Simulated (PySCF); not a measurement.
Two species compared at the same levels of theory.

First species: C9H11F.
SMILES: `C=CCC1=CC=C[C@@]1(C)F`

Second species: C₅H₁₂O₂Si.
SMILES with atom numbers: `[CH3:1]/[CH:2]=[CH:3]/[SiH:4]([O:5][CH3:6])[O:7][CH3:8]` (hydrogens: H9, H10, H11 on C1; H12 on C2; H13 on C3; H14 on Si4; H15, H16, H17 on C6; H18, H19, H20 on C8)

Structure used (GFN2-xTB), in Å, numbered top down from 1:
```xyz
20
C5H12O2Si angstrom
C      3.4283    0.5832   -0.4340
C      1.9573    0.7181   -0.2262
C      1.1486   -0.2486    0.1870
Si    -0.6982   -0.0805    0.4572
O     -1.5940   -1.1763   -0.3559
C     -1.5873   -2.5651   -0.2286
O     -1.0680    1.3604   -0.1749
C     -2.3311    1.9393   -0.3206
H      3.9601    1.3310    0.1538
H      3.7763   -0.4065   -0.1467
H      3.6765    0.7545   -1.4818
H      1.5420    1.6920   -0.4445
H      1.5870   -1.2167    0.4063
H     -1.0457   -0.1703    1.8849
H     -0.5846   -2.9691   -0.3880
H     -1.9298   -2.8650    0.7653
H     -2.2620   -2.9754   -0.9811
H     -2.6887    2.3134    0.6423
H     -2.2400    2.7738   -1.0175
H     -3.0518    1.2186   -0.7098
```

Levels: PBE0/pcSseg-1 for dipole moment, HOMO energy, LUMO energy and HOMO–LUMO gap; GFN2-xTB for rotational constant A and rotational constant C. Geometries: GFN2-xTB. Each structure is a single optimised conformer of the isolated species, non-relativistic unless stated. Electronic properties by PySCF.

Dipoles, sizes and rotational constants follow the conformer. The torsions of the flexible species, by atom-mapped SMILES:
- `[CH2:1]=[CH:2][CH2:3][C:4]1=[CH:5][CH:6]=[CH:7][C@@:8]1([CH3:9])[F:10]`: C1–C2–C3–C4 117°, C2–C3–C4–C5 -12°
- `[CH3:1]/[CH:2]=[CH:3]/[SiH:4]([O:5][CH3:6])[O:7][CH3:8]`: C2–C3–Si4–O5 125°, C3–Si4–O5–C6 62°, C3–Si4–O7–C8 175°

Q: Which of the two has the higher HOMO–LUMO gap, and by how much?

A: The second: 7.43 eV against 5.26 eV, a difference of 2.17 eV.

Q: Which of the two has the higher dipole moment, and by how much?

A: The first: 1.67 D against 0.75 D, a difference of 0.92 D.

Q: Which of the two has the higher HOMO energy, and by how much?

A: The first: -6.41 eV against -7.38 eV, a difference of 0.97 eV.

Q: Which of the two has the higher rotational constant C, and by how much?

A: The first: 0.774 GHz against 0.744 GHz, a difference of 0.030 GHz.

Q: Which of the two has the higher LUMO energy, and by how much?

A: The second: 0.05 eV against -1.15 eV, a difference of 1.20 eV.

Q: Which of the two has the higher rotational constant A, and by how much?

A: The first: 2.301 GHz against 2.046 GHz, a difference of 0.255 GHz.

On the first: The dipole equals about 5.6 × 10⁻³⁰ C·m (1 D = 3.33564 × 10⁻³⁰ C·m).

On the second: A dipole of 0.75 D is allowed in C1, and pure rotational transitions are dipole-allowed. In atomic units the dipole is 0.29 e·bohr (1 au = 2.5417 D).
